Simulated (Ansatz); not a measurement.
Input file for C3H7FGe, SMILES `C[C]1(F)[CH2][GeH2]1`:

```yaml
crystal:
  periodic: [false, false, false]
  atoms:
    - {symbol: C, position_ang: [-0.787819, -0.184051, 1.334777]}
    - {symbol: C, position_ang: [0.374876, -0.142740, 0.396682]}
    - {symbol: F, position_ang: [1.549951, -0.432643, 1.055459]}
    - {symbol: C, position_ang: [0.496737, 1.018174, -0.561079]}
    - {symbol: Ge, position_ang: [0.216291, -0.688382, -1.482637]}
    - {symbol: H, position_ang: [-0.673864, 0.585793, 2.106654]}
    - {symbol: H, position_ang: [-0.862408, -1.158693, 1.819102]}
    - {symbol: H, position_ang: [-1.720078, 0.005181, 0.798896]}
    - {symbol: H, position_ang: [-0.277433, 1.778267, -0.525180]}
    - {symbol: H, position_ang: [1.501101, 1.418830, -0.655923]}
    - {symbol: H, position_ang: [-1.166672, -0.990589, -2.049129]}
    - {symbol: H, position_ang: [1.426317, -1.264247, -2.203621]}
basis:
  gaussian: {orbitals: def2-SVP}
correlation: {method: ccsd_t}
```

```sh
$ ansatz run in.yaml --threads 4 --pin off --events-out ev --progress --plain
```

Output of Ansatz, abridged:

```
Functional definition: HF
1244 factors; integrals over basis functions are off by at most 1.5e-3 eV
mean field evaluation 1: about -62364.9648 eV, gradient 3.2e1 eV
mean field evaluation 2: about -62365.0409 eV, gradient 3.2e1 eV
mean field evaluation 4: about -62367.9944 eV, gradient 3.7e0 eV
mean field evaluation 8: about -62368.0401 eV, gradient 2.1e-1 eV
mean field -62368.04032504 eV, -2291.9832073692 hartree, gradient 1.5e-6 eV, S^2 0.000000; 0 other end points of the search recorded, 0 dependent functions left out
13 core orbitals not correlated: weight in the atoms' cores, before any rotation towards them, 1.000 or more for the frozen orbitals, at most 0.000 for the correlated occupied ones
reference -62368.04032504 eV, -2291.9832073692 hartree; 20, 20 occupied and 90, 90 virtual orbitals, 1244 factors
second order -22.83679798 eV of doubles, -0.00000000 eV of singles
cycle   1  -23.15535138 eV  change   -3.2e-1 eV  update   1.1e-1
cycle   2  -23.80353153 eV  change   -6.5e-1 eV  update   3.3e-2
cycle   3  -23.92745091 eV  change   -1.2e-1 eV  update   1.6e-2
cycle   4  -23.92188900 eV  change    5.6e-3 eV  update   3.6e-3
cycle   5  -23.92177611 eV  change    1.1e-4 eV  update   1.7e-3
cycle   6  -23.92186494 eV  change   -8.9e-5 eV  update   4.9e-4
cycle   7  -23.92159050 eV  change    2.7e-4 eV  update   2.2e-4
cycle   8  -23.92152739 eV  change    6.3e-5 eV  update   7.1e-5
cycle   9  -23.92153358 eV  change   -6.2e-6 eV  update   2.7e-5
perturbative correction -0.71666382 eV, -0.0263369095 hartree
Total energy: -62392.67852244 eV, -2292.8886444233 hartree
```

Hardware: 4 threads of a server CPU on a shared host. Wall time 15 s, peak host memory 0.78 GiB.

Correlation energy per correlated electron: -0.616 eV. T1 diagnostic: 0.0106.
